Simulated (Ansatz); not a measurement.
What each rung costs, and what it gives

Saddle point of GaNH6O, singlet (GaNH₄ ([NH2][GaH2]) + H₂O → GaH₃O ([OH][GaH2]) + NH₃ (still joined by a long Ga–N bond); bonds formed: N2–H5; dative contacts that become bonds: Ga1–O6; bonds broken: H5–O6; bonds weakened to dative contacts: Ga1–N2), PBE0-D4/def2-TZVP structure:

```
9
angstrom
Ga -0.7792 -0.3543 -0.5951
N 0.9064 0.6514 -0.3558
H -0.6310 -1.6307 -1.4811
H -2.0422 0.5614 -0.4386
H 0.6440 -0.0072 0.8191
O -0.0934 -0.7893 1.2667
H 1.7233 0.3628 -0.8769
H 0.8660 1.6613 -0.3533
H -0.5940 -0.4554 2.0150
```

Barriers are electronic and count from the start structure reached by relaxing down the imaginary mode.

Computed with Ansatz 0.2.0 (basis: as named in each row); correlated methods freeze the cores. Filled d shells of the heavier atoms are correlated. The def2 sets are not built for correlating such inner shells, so the correlated values are less sure here. B3LYP uses VWN-RPA correlation. Extrapolation: Hartree–Fock as exp(−7.88 √X), correlation as X^−2.97.

Times are rough, for one single point on 4 threads of a shared host (Intel Xeon).

The estimate by CCSD(T) at an estimated basis limit (MP2 extrapolated from triple and quadruple zeta, plus CCSD(T) − MP2 in triple zeta) is 4.94 kcal/mol.

| method | basis | time (s) | barrier (kcal/mol) | method less estimate |
| --- | --- | --- | --- | --- |
| HF | STO-3G | 1 | 2.39 | -2.55 |
| SPW92 | def2-SVP | 2 | -2.93 | -7.86 |
| PBE-D4 | def2-SVP | 2 | 0.14 | -4.80 |
| PBE-D4 | STO-3G | 2 | -10.82 | -15.76 |
| B3LYP-D4 | 6-31G | 3 | -1.77 | -6.71 |
| PBE0-D4 | def2-SVP | 3 | 1.73 | -3.21 |
| SPW92 | def2-TZVPP | 4 | -1.20 | -6.14 |
| PBE-D4 | def2-TZVPP | 4 | 1.70 | -3.24 |
| BLYP-D4 | def2-TZVPP | 6 | 3.07 | -1.87 |
| BHLYP-D4 | def2-TZVPP | 7 | 5.62 | 0.68 |
| r2SCAN-D4 | def2-TZVPP | 8 | 2.25 | -2.69 |
| wB97M-V | def2-SVP | 8 | 3.14 | -1.80 |
| B3LYP-D4 | def2-TZVPP | 9 | 3.92 | -1.02 |
| CAM-B3LYP-D4 | def2-TZVPP | 9 | 3.86 | -1.07 |
| CCSD(T) | def2-SVP | 9 | 4.24 | -0.70 |
| r2SCAN0-D4 | def2-TZVPP | 10 | 3.34 | -1.60 |
| PBE0-D4 | def2-TZVPP | 11 | 3.02 | -1.92 |
| PBE-QIDH | def2-TZVPP | 13 | 3.83 | -1.11 |
| RPA on PBE | def2-TZVPP | 14 | 4.33 | -0.61 |
| B97M-V | def2-TZVPP | 15 | 4.96 | 0.03 |
| wB97X-V | def2-TZVPP | 15 | 4.23 | -0.71 |
| B2PLYP | def2-TZVPP | 17 | 4.16 | -0.78 |
| wB97M-V | def2-TZVPP | 20 | 4.66 | -0.28 |
| MP2 | def2-QZVPP | 41 | 4.03 | -0.91 |
| CCSD(T) | def2-TZVPP | 89 | 4.65 | -0.29 |

All methods are single points on the PBE0-D4 structures; a negative value means that the method puts the saddle structure below the start.

The T1 diagnostic stays at or below 0.013.

The step is the kind of ligand exchange by which a precursor binds to a hydroxyl group, or is hydrolysed, in atomic layer deposition of oxides.

Labels in which every atom is bracketed show which atoms are joined, not bond orders.
